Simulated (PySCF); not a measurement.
# Solvent effects on NMR parameters

Cartesian coordinates in Å; atom numbers follow the order of the lines, from 1:
```xyz
20

N    -0.355    2.823    0.038
P    -0.228    1.264    0.010
C     1.496    0.689   -0.151
C     1.456   -0.784    0.314
C    -0.010   -1.159    0.621
C    -0.833   -1.261   -0.681
C    -1.030    0.162   -1.245
C    -0.586    0.045    1.368
H    -1.309    3.177    0.039
H     1.834    0.819   -1.189
H     2.125    1.332    0.482
H     2.059   -0.910    1.226
H     1.878   -1.463   -0.442
H    -0.062   -2.101    1.189
H    -0.334   -1.923   -1.405
H    -1.809   -1.718   -0.454
H    -0.557    0.323   -2.225
H    -2.090    0.441   -1.348
H    -0.042    0.304    2.288
H    -1.661   -0.043    1.589
```

GIAO PBE0/pcSseg-1 in PySCF 2.14 on one PBE0-D3(BJ)/def2-SVP conformer, non-relativistic, equivalent nuclei averaged. Solvents enter as an IEF-PCM continuum (acetonitrile with ε = 35.7, water with ε = 78.4) around the gas-phase geometry. Shifts are referred to TMS computed in the same medium.

Gas phase, δ in ppm: C8 35.2, C5 31.8, C4/C6 30.3, C3/C7 23.6, H14 1.72, H12/H16 1.59, H13/H15 1.54, H11/H18 1.31, H10/H17 1.25, H19/H20 0.78, H9 0.07. Dipole moment 3.60 D.

(1) How does each δ change in the continuum?

(2) Which of the listed nuclei move most (in ppm), and what does the model miss? (N and O are left out, as their reference compounds move with the solvent too.)

Results:

(1) 
| atoms | environment | Δδ, acetonitrile | Δδ, water |
| --- | --- | --- | --- |
| C8 | sp3 CH2 bonded to P | +0.3 | +0.3 |
| C5 | sp3 CH in a ring | +0.9 | +1.0 |
| C4/C6 | sp3 CH2 in a ring | +0.6 | +0.6 |
| C3/C7 | sp3 CH2 bonded to P | +0.5 | +0.5 |
| H14 | hydrogen on an sp3 CH in a ring | +0.15 | +0.15 |
| H12/H16 | hydrogen on an sp3 CH2 in a ring | +0.11 | +0.12 |
| H13/H15 | hydrogen on an sp3 CH2 in a ring | +0.12 | +0.12 |
| H11/H18 | hydrogen on an sp3 CH2 bonded to P | +0.08 | +0.08 |
| H10/H17 | hydrogen on an sp3 CH2 bonded to P | +0.15 | +0.15 |
| H19/H20 | hydrogen on an sp3 CH2 bonded to P | +0.22 | +0.22 |
| H9 | hydrogen on a nitrogen bonded to P | +0.01 | +0.02 |

Changes are relative to the gas phase. The dipole moment becomes 5.02 D in acetonitrile, 5.06 D in water.

(2) C5 (sp3 CH in a ring, +1.0 ppm) in water. A continuum only polarises the solute; specific hydrogen bonds, the anisotropy of aromatic solvents and changes of geometry or conformer are outside it.
